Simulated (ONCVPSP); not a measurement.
Before and after: ONCV potential for thallium (Tl)

ONCVPSP 4.0.1 input, shortened (lines: element, Z, core and valence counts, functional; n l f; lmax; l rc ep ncon nbas qcut; lloc lpopt rc5 dvloc0; l nproj debl; icmod fcfact rcfact), LDA (Perdew-Zunger), scalar-relativistic:

```
  Tl 81.00   10    5        3      upf
    1    0    2.00
    2    0    2.00
    2    1    6.00
    3    0    2.00
    3    1    6.00
    3    2   10.00
    4    0    2.00
    4    1    6.00
    4    2   10.00
    4    3   14.00
    5    0    2.00
    5    1    6.00
    5    2   10.00
    6    0    2.00
    6    1    1.00
    2
    0    1.30    0.00    4    7    7.20
    1    1.95    0.00    5   10    7.00
    2    2.10    0.00    4    9    6.40
    4    5    1.10    1.00
    0    2    0.70
    1    3    3.50
    2    1    0.70
    3    4.50    1.70
```

All-electron outer shells of the reference configuration (LDA (Perdew-Zunger), scalar-relativistic, ld1.x):

| shell | level (eV) | outermost node (bohr) | outermost maximum (bohr) |
| --- | --- | --- | --- |
| 4d | -374.90 | 0.19 | 0.39 |
| 5s | -131.30 | 0.46 | 0.80 |
| 4f | -114.41 | – | 0.36 |
| 5p | -76.26 | 0.50 | 0.90 |
| 5d | -15.62 | 0.53 | 1.11 |
| 6s | -9.83 | 1.04 | 2.08 |
| 6p | -2.58 | 1.23 | 2.91 |

Change: d: rc 2.22.

Cutoffs: the cutoffs (Ha) at which the residual kinetic energy of the hardest occupied pseudo-wave falls to 1 and 0.1 mHa per electron; they do not see the model core or the augmentation charge, which bear on the density cutoff. Errors are all-electron minus pseudo energies relative to the spin-unpolarised reference configuration.

Q: Predict the effect on cutoff, ghosts and configuration errors.

A: The potential gets neither clearly harder nor softer (38 Ha and 73 Ha → 38 Ha and 73 Ha); the errors of the 3 common tests hardly move; neither file shows a bound ghost.

```csv
quantity,base,changed
"cutoff, loose",38 Ha,38 Ha
"cutoff, tight",73 Ha,73 Ha
loose cutoff by channel,"s 38 Ha, p 18 Ha, d 17 Ha","s 38 Ha, p 18 Ha, d 17 Ha"
bound ghosts,none,none
GHOST(+) flags under 300 eV,s at 229.0 eV,s at 229.0 eV
tests with a reliable result,3 of 4,3 of 4
"error for 5s2 5p6 5d10 6s2 6p0, meV [ΔE 5.41 eV]",-2.5,-2.5
"error for 5s2 5p6 5d10 6s1 6p0, meV [ΔE 26.61 eV]",-13,-14
"error for 5s2 5p6 5d10 6s1 6p2, meV [ΔE 7.48 eV]",-2.7,-2.9
s: phases at 1.32 bohr within 0.05 rad from the reference energy up to (Ha; the scan ends near 5),to the end of the scan,to the end of the scan
p: phases at 1.98 bohr within 0.05 rad from the reference energy up to (Ha; the scan ends near 5),to the end of the scan,to the end of the scan
"rms error of d²Exc/dni dnj with the model core, mHa",2.05,2.01
```
